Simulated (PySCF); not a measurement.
C3H8In, charge +1, singlet, at a GFN2-xTB geometry (such geometries of metal compounds can be far from the true shape) (core potentials on In); PBE/def2-SV(P) in PySCF.

Input for PySCF:
```python
from pyscf import gto, scf, dft

mol = gto.M(
    atom='''
In   -0.143033    0.167458    0.291107
C    -1.092492    1.897937    1.502291
H    -1.542412    1.448947    2.387020
H    -1.836575    2.364524    0.857818
H    -0.285301    2.583397    1.758303
C     0.830008   -1.667490   -0.883966
C     1.132658   -1.316951   -2.310558
H     0.068411   -2.441781   -0.774025
H     1.718168   -1.879898   -0.285965
H     1.860521   -0.506660   -2.391360
H     0.232269   -1.058763   -2.872453
H     1.572508   -2.196165   -2.790195
''',
    basis='def2-sv(p)',
    ecp={'In': 'def2-sv(p)'},
    charge=1,
    spin=0,
    verbose=4,
)

mf = dft.RKS(mol)
mf.xc = 'pbe'
mf.kernel()
```

Output, abridged:

```
PySCF version 2.14.0

[INPUT] verbose = 4
[INPUT] num. atoms = 12
[INPUT] num. electrons = 46
[INPUT] charge = 1
[INPUT] spin (= nelec alpha-beta = 2S) = 0
[INPUT] symmetry False subgroup None
[INPUT] Mole.unit = angstrom
[INPUT] Symbol           X                Y                Z      unit          X                Y                Z       unit  Magmom
[INPUT]  1 In    -0.143033000000   0.167458000000   0.291107000000 AA   -0.270293196775   0.316449757367   0.550112502944 Bohr   0.0
[INPUT]  2 C     -1.092492000000   1.897937000000   1.502291000000 AA   -2.064510673278   3.586581131679   2.838918549399 Bohr   0.0
[INPUT]  3 H     -1.542412000000   1.448947000000   2.387020000000 AA   -2.914736251243   2.738112999010   4.510814053859 Bohr   0.0
[INPUT]  4 H     -1.836575000000   2.364524000000   0.857818000000 AA   -3.470623757223   4.468302774961   1.621041084722 Bohr   0.0
[INPUT]  5 H     -0.285301000000   2.583397000000   1.758303000000 AA   -0.539140753065   4.881912801023   3.322711114001 Bohr   0.0
[INPUT]  6 C      0.830008000000  -1.667490000000  -0.883966000000 AA    1.568487801198  -3.151099415451  -1.670453643427 Bohr   0.0
[INPUT]  7 C      1.132658000000  -1.316951000000  -2.310558000000 AA    2.140413412798  -2.488676709472  -4.366321814923 Bohr   0.0
[INPUT]  8 H      0.068411000000  -2.441781000000  -0.774025000000 AA    0.129278053908  -4.614297346167  -1.462695263566 Bohr   0.0
[INPUT]  9 H      1.718168000000  -1.879898000000  -0.285965000000 AA    3.246866955992  -3.552492362118  -0.540395531211 Bohr   0.0
[INPUT] 10 H      1.860521000000  -0.506660000000  -2.391360000000 AA    3.515875139002  -0.957448638272  -4.519015465240 Bohr   0.0
[INPUT] 11 H      0.232269000000  -1.058763000000  -2.872453000000 AA    0.438924797227  -2.000772100823  -5.428149475685 Bohr   0.0
[INPUT] 12 H      1.572508000000  -2.196165000000  -2.790195000000 AA    2.971609448688  -4.150150374355  -5.272704384131 Bohr   0.0

nuclear repulsion = 167.864250486298
number of shells = 44
number of NR pGTOs = 165
number of NR cGTOs = 84
basis = def2-sv(p)
ecp = {'In': 'def2-sv(p)'}

******** <class 'pyscf.dft.rks.RKS'> ********
method = RKS
initial guess = minao
damping factor = 0
level_shift factor = 0
DIIS = <class 'pyscf.scf.diis.CDIIS'>
diis_start_cycle = 1
diis_space = 8
diis_damp = 0
SCF conv_tol = 1e-09
SCF conv_tol_grad = None
SCF max_cycles = 50
direct_scf = True
direct_scf_tol = 1e-13
XC library pyscf.dft.libxc version 7.1.2
    S. Lehtola, C. Steigemann, M. J. T. Oliveira, and M. A. L. Marques,  SoftwareX 7, 1–5 (2018)
XC functionals = pbe
    J. P. Perdew, K. Burke, and M. Ernzerhof,  Phys. Rev. Lett. 77, 3865 (1996)
    J. P. Perdew, K. Burke, and M. Ernzerhof,  Phys. Rev. Lett. 78, 1396 (1997)
    J. P. Perdew, K. Burke, and M. Ernzerhof,  Phys. Rev. Lett. 77, 3865 (1996)
    J. P. Perdew, K. Burke, and M. Ernzerhof,  Phys. Rev. Lett. 78, 1396 (1997)
radial grids:
    Treutler-Ahlrichs [JCP 102, 346 (1995); DOI:10.1063/1.469408] (M4) radial grids

becke partition: Becke, JCP 88, 2547 (1988); DOI:10.1063/1.454033
pruning grids: <function nwchem_prune>
grids dens level: 3
symmetrized grids: False
atomic radii adjust function: <function treutler_atomic_radii_adjust>
small_rho_cutoff = 0
Set gradient conv threshold to 3.16228e-05
Initial guess from minao.
tot grids = 142696
init E= -287.902156530997
  HOMO = -0.62050117319608  LUMO = -0.584861678354883  gap/eV = 0.96980
cycle= 1 E= -307.761830543352  delta_E= -19.9  |g|= 2.01  |ddm|= 12.9
  HOMO = -0.224292349785072  LUMO = -0.147054373067769  gap/eV = 2.10175
cycle= 2 E= -306.574366035939  delta_E= 1.19  |g|= 3.37  |ddm|= 6.72
  HOMO = -0.374339982648692  LUMO = -0.23959307927829  gap/eV = 3.66665
cycle= 3 E= -308.691142972705  delta_E= -2.12  |g|= 0.281  |ddm|= 3.14
  HOMO = -0.432755684333985  LUMO = -0.308524105703867  gap/eV = 3.38051
cycle= 4 E= -308.683423544033  delta_E= 0.00772  |g|= 0.335  |ddm|= 0.652
  HOMO = -0.408689070726561  LUMO = -0.279799885424395  gap/eV = 3.50725
cycle= 5 E= -308.704033306461  delta_E= -0.0206  |g|= 0.168  |ddm|= 0.483
  HOMO = -0.40659050874301  LUMO = -0.277667908374074  gap/eV = 3.50816
cycle= 6 E= -308.714543664338  delta_E= -0.0105  |g|= 0.0389  |ddm|= 0.242
  HOMO = -0.407667365339954  LUMO = -0.278065082377807  gap/eV = 3.52666
cycle= 7 E= -308.715067280581  delta_E= -0.000524  |g|= 0.00401  |ddm|= 0.0576
  HOMO = -0.407488663423925  LUMO = -0.277959185407525  gap/eV = 3.52468
cycle= 8 E= -308.71507147554  delta_E= -4.19e-06  |g|= 0.00108  |ddm|= 0.00562
  HOMO = -0.407531288450299  LUMO = -0.277991036749544  gap/eV = 3.52497
cycle= 9 E= -308.715071847029  delta_E= -3.71e-07  |g|= 0.000242  |ddm|= 0.00205
  HOMO = -0.407534988355723  LUMO = -0.278008760428001  gap/eV = 3.52459
cycle= 10 E= -308.715071868034  delta_E= -2.1e-08  |g|= 0.000103  |ddm|= 0.00058
  HOMO = -0.407536471860199  LUMO = -0.278006637751897  gap/eV = 3.52469
cycle= 11 E= -308.715071870657  delta_E= -2.62e-09  |g|= 3.81e-05  |ddm|= 0.000136
  HOMO = -0.407535548108127  LUMO = -0.278005545878134  gap/eV = 3.52469
cycle= 12 E= -308.715071871091  delta_E= -4.34e-10  |g|= 3.08e-06  |ddm|= 5.05e-05
  HOMO = -0.407535392511893  LUMO = -0.278005452507799  gap/eV = 3.52469
Extra cycle  E= -308.715071871094  delta_E= -3.18e-12  |g|= 3.07e-06  |ddm|= 9.36e-06
converged SCF energy = -308.715071871094
```
